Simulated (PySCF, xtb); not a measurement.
B(Br)(vinyl)(OH) (C₂H₄BBrO), SMILES C=CB(O)Br.

GFN2-xTB (xtb) at its own geometry gives an orbital gap of 3.71 eV and a dipole moment of 3.95 D.

Coordinates come from a ωB97X-D3(BJ)/def2-SVP optimisation. One conformer was computed; it need not be the lowest.

### Question
What does CAM-B3LYP/def2-TZVP in PySCF give? (The exact figures need the calculation; the answer reports its results.)

### Answer
gap 9.10 eV (levels -9.46 and -0.35 eV), dipole 1.01 D.
